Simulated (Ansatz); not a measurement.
Consider the formal exchange of groups at a Ga–C bond: `C=[C](O)[GaH][CH3]` + `OB1CS1` → `[CH3][GaH][B]1CS1` + `C=C(O)O`.

Gas-phase electronic energies from Ansatz, PBE0-D4/def2-TZVP geometries. CBS: MP2 limit from def2 TZ/QZ plus the TZ coupled-cluster correction, frozen cores. Functionals use def2-TZVPP. B3LYP here is the variant with VWN-RPA as its local correlation; programs differ in this. For Ga outer-core shells are correlated without core-valence functions, which leaves a few kJ/mol of doubt a bond. Scalar relativity is left out up to krypton. Each species was taken in one conformer, which may not be the lowest.

**Question.** Is it downhill or uphill in electronic energy at CCSD(T)/CBS, and by how much? (Best estimate.)

**Answer.** The calculation gave: Uphill: ΔE = +134.1 kJ/mol.

**Question.** What do these levels give: LDA (SPW92), B2PLYP, B3LYP, r2SCANh, HF/def2-SVP, HF/CBS(def2)? (Estimate.)

**Answer.** Ansatz gave: LDA (SPW92) 119.0, B2PLYP 136.1, B3LYP 133.3, r2SCANh 124.9, HF/def2-SVP 134.3, HF/CBS(def2) 134.2 kJ/mol.

Largest T1 diagnostic among the species: 0.015.

Leaving LDA and LC-ωPBE aside and taking each functional with its dispersion term where it has one, the values, not all of them listed here, spread over 14.4 kJ/mol, from PBE0-D4 to BLYP-D4.
